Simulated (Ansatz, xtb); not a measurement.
Stretching the H–H spacing in H6 chain (multiplicity 1 held). Energies count from the point at 0.900 Å.
Geometry at that point (charge 0, multiplicity 1):
```xyz
6

H      0.0000     0.0000     0.0000
H      0.0000     0.0000     0.9000
H      0.0000     0.0000     1.8000
H      0.0000     0.0000     2.7000
H      0.0000     0.0000     3.6000
H      0.0000     0.0000     4.5000
```

R- and RO- levels are restricted; in cc, def2 and unpolarised 6-31G sets they are followed outwards from rest. Unrestricted levels (U-) break spin symmetry where that is lower. Active spaces are followed from rest. Left out are points that failed, MP2 points that dive below the minimum, coupled-cluster points behind a jump of the amplitudes or a sharp parting from full CI or MRCI, small-basis points behind a change of solution, and semi-empirical points at long bonds. Levels need not reach the same state.

Codes used: Ansatz (Gaussian basis) for Hartree–Fock, density functionals and correlated methods; xtb for the GFN methods.  The GFN methods have no spin term and hold the electronic entropy of 300 K.

Energies in kcal/mol.

| R (Å) | GFN2-xTB | R-SCS-MP2/cc-pVTZ | U-CCSD/cc-pVTZ | FIC-MRCISD+Q on CASSCF(6,6)/cc-pVTZ |
|---|---|---|---|---|
| 0.700 | 135.1 | 76.7 | 78.8 | 79.0 |
| 0.800 | 44.5 | 17.3 | 18.5 | 18.6 |
| 0.900 | 0.0 | 0.0 | 0.0 | 0.0 |
| 1.100 | -11.8 | 25.1 | 23.2 | 21.3 |
| 1.300 | 21.4 | 79.9 | 75.6 | 70.3 |
| 1.500 | 68.0 | 139.4 | 127.7 | 121.4 |
| 1.800 | 138.5 | 218.8 | 186.2 | 182.3 |
| 2.100 | 197.9 | 278.7 | 220.3 | 219.1 |
| 2.500 | 254.2 | left out | 240.2 | 241.0 |
| 3.000 | 292.8 | 342.9 | 247.3 | 248.8 |
| 3.600 | 309.8 | 313.6 | 249.0 | 250.7 |

Doubts at one or more of the structures used: a restricted determinant that unrestricted orbitals would lower (R-SCS-MP2/cc-pVTZ); a spin-contaminated determinant (U-CCSD/cc-pVTZ); T1 above 0.05 (U-CCSD/cc-pVTZ); the program's own flag: large difference (U-CCSD/cc-pVTZ).

Ansatz is a first-principles code.
